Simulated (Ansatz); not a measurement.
The same path of GaH6NO + H2O (12 atoms, charge 0, multiplicity 1) was run twice with different band settings. Lost on the way: H5–O6, H7–O8. Made: N2–H7, H5–O8.

All numbers below come from RKS PBE-D4/def2-SVP (Ansatz 0.2.0).

Relaxed end points:

```xyz
12
Properties=species:S:1:pos:R:3
Ga -1.140 -0.160 -0.856
N 0.119 -1.349 0.068
H -0.749 -0.021 -2.378
H -2.602 -0.206 -0.248
H 0.496 1.294 0.462
O -0.416 1.584 -0.034
H 1.107 -0.352 0.691
O 1.588 0.559 1.007
H 0.580 -2.005 -0.575
H -0.327 -1.926 0.794
H -1.012 1.926 0.657
H 2.355 0.656 0.412
```

```xyz
12
Properties=species:S:1:pos:R:3
Ga -1.167 0.035 -0.861
N 0.087 -1.351 0.123
H -0.574 0.004 -2.326
H -2.639 -0.364 -0.427
H 0.899 1.182 0.698
O -0.533 1.564 0.053
H 0.891 -0.743 0.473
O 1.747 0.665 0.925
H 0.461 -2.087 -0.488
H -0.346 -1.810 0.934
H -1.198 1.941 0.655
H 2.373 0.966 0.241
```

Common settings: spring 5.0 eV/Å²; optimiser quadratic models (default); start path through a guess of the saddle point; force threshold 0.05 eV/Å; iteration limit 60; end points relaxed.

| run | movable images | climbing image |
| --- | --- | --- |
| 1 | 7 | yes |
| 2 | 8 | no |

Question: What does each run give, and how far can it be trusted?

Answer: Run 1: converged after 12 iterations, highest image 0.003 eV above the first end. The top lies less than 8 meV above the higher end, about what the thresholds resolve: that end is a shoulder or a very shallow well. A vibrational analysis at the climbing image gives one clearly imaginary mode, 393i cm⁻¹: a first-order saddle point.
Run 2: converged after 26 iterations, highest image 0.002 eV above the first end. The top lies less than 8 meV above the higher end, about what the thresholds resolve: that end is a shoulder or a very shallow well. No image climbed, so the highest image needn't sit at the top of the path.
The orbitals stay closed-shell, which can raise the energy where a bond breaks towards radicals; this wasn't checked here.
